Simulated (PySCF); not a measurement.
AlClHI, SMILES [AlH]([Cl])[I]. Geometry: B3LYP-D3(BJ)/def2-TZVP. The def2 effective core potentials stand for the cores of I; spin–orbit coupling is left out.

Computed equilibrium geometry at B3LYP-D3(BJ)/def2-TZVP (PySCF confirms it by a frequency run) as Cartesian coordinates in Å, and its point group:
point group Cs.
```xyz
4

Al     0.8468    -1.1039     0.0000
Cl    -0.4680    -2.7339     0.0000
H      2.3885    -1.3446     0.0000
I     -0.1027     1.1730     0.0000
```
Charge 0, spin multiplicity 1.
